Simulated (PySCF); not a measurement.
Shapes and spin states of MoF₃

Computed with B3LYP/[Mo def2-SVP with ECP28, F def2-SVP], scalar-relativistic core potentials, density fitting, no spin–orbit coupling, PySCF.

Relaxations began from a few typed shapes and spin states; open shells are unrestricted. The search is not exhaustive: other isomers or separated fragments can lie lower, and high-lying points may rest on an excited occupation.

Problem. Which is the lowest minimum found?
A. quartet D3h: Mo–F 1.858 Å (×3); F–Mo–F 120.0° (×3)
B. broken-symmetry Ms = 1/2 (⟨S²⟩ 1.75) D3h: Mo–F 1.856 Å (×3); F–Mo–F 120.0° (×3)

Solution. A. The others lie at 59.9 (broken-symmetry Ms = 1/2 D3h) kJ/mol above it.

Formally Mo is in oxidation state +3, d3, with 3 unpaired electrons (the high-spin count). The Mulliken spin on Mo is 2.88. The polar-tensor charge on Mo, 1.81, is below the formal one.

For the lowest minimum: with open d or f shells other occupations or spin states may lie lower.
